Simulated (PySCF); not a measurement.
**How methods differ on the ionisation energy of Cr(7+)**

Cr(7+) [Ne] 3s2 3p5 (2P) → Cr(8+) [Ne] 3s2 3p4 (3P), as a difference of total energies. Computed with PySCF 2.14 in an uncontracted even-tempered set (18 s from 0.25 bohr⁻², ratio 2.5; 12 p from 0.33 bohr⁻², ratio 2.5; 5 d from 3.3 bohr⁻², ratio 2.7; 5 f from 4.9 bohr⁻², ratio 2.7), with no relativity, point nucleus. Correlated levels: outer shells: 1s2 frozen; virtual orbitals above 40 to 60 times the deepest correlated orbital energy dropped. The calculations carry no spin-orbit coupling.

| method | ionisation energy (eV) |
| --- | --- |
| UHF | 182.74 |
| LDA | 184.48 |
| r2SCAN | 184.40 |
| M06 | 184.26 |
| revPBE | 184.20 |
| MP2 (outer shells) | 183.62 |
| SCS-MP2 (outer shells) | 183.58 |

Estimate what PBE gives.

184.26 eV, closest to M06 among the rows shown.

Estimate what PBE0 gives.

184.29 eV, closest to M06 among the rows shown.

A first-order spin-orbit estimate (lowest level to lowest level, LS coupling) adds -0.021 eV.

These non-relativistic numbers lack the scalar-relativistic shift.

For comparison: 184.76 ± 0.15 eV (semi-empirical (NIST evaluation); NIST Atomic Spectra Database, ionization energies).
